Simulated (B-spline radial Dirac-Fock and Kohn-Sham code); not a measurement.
## Pd⁶⁺: input and output of one calculation

ΔSCF core binding energies without Breit or QED terms, calculated with a radial finite-basis atomic code. Keys: rel is the Hamiltonian (dirac, or spin-free x2c and nr, where L3 and M5 stand for the whole 2p and 3d shells), method is hf or an exchange,correlation pair (spin-unpolarised, also for the hole states), nuc the nuclear model, radius_factor scales its radius, rmax is the box in bohr, h the logarithmic mesh step, order the B-spline order, points the quadrature points per cell, c_factor scales the speed of light, and damp, ndamp, maxit and tol steer the iteration. The run stops when the commutator error falls below 10·tol·max(1, Z/10), or the numerical noise floor, and the energy has settled to about 1e-8 Ha; the virial ratio is −V/T.

Input (task.json):

```json
{"items": [{"Z": 46, "q": 6, "cfg": [[1, 0, 2], [2, 0, 2], [2, 1, 6], [3, 0, 2], [3, 1, 6], [3, 2, 10], [4, 0, 2], [4, 1, 6], [4, 2, 4]], "A": 106, "rrms": 4.5318, "do": "settings", "holes": ["K", "L3", "M5"],
  "settings": [{"rel": "dirac", "method": "hf", "nuc": "fermi", "radius_factor": 1.0, "rmax": 45.0, "h": 0.3, "order": 8, "points": 10, "c_factor": 0.1342, "maxit": 72, "damp": 0.5, "ndamp": 3, "tol": 1e-08}]}]}
```

Command: `python xray2_run.py task.json out`

Ground-state iterations:

```
iter   energy (Ha)        error
   1    -5287.02355873  2.23e+01
   2    -7672.62315445  5.84e+00
   3    -7696.00915534  2.05e+00
   4    -7698.78143490  1.08e+00
   5    -7699.70570013  2.54e-01
   6    -7699.73369775  1.23e-01
   7    -7699.74150377  1.39e-02
   8    -7699.74162384  2.23e-03
   9    -7699.74165644  5.38e-04
  10    -7699.74165878  7.17e-06
  11    -7699.74165878  3.86e-07
```

The ground state converged in 11 iterations, with total energy -7699.74166 Ha, virial ratio 1.16058 and highest orbital energy -71.29 eV. ΔSCF binding energies: K (1s) 13793.5 eV, L3 (2p3/2) 5833.4 eV, M5 (3d5/2) 213.8 eV.

Problem. One setting is unsound. Which, and why?

Solution. c_factor makes c so small that Zα exceeds 1, so any numbers that come out have no meaning. With the default settings (Dirac Hartree-Fock): The ground state converged in 10 iterations, with total energy -5035.19126 Ha, virial ratio 1.95714 and highest orbital energy -100.30 eV. ΔSCF binding energies: K (1s) 24538.0 eV, L3 (2p3/2) 3295.3 eV, M5 (3d5/2) 448.5 eV.
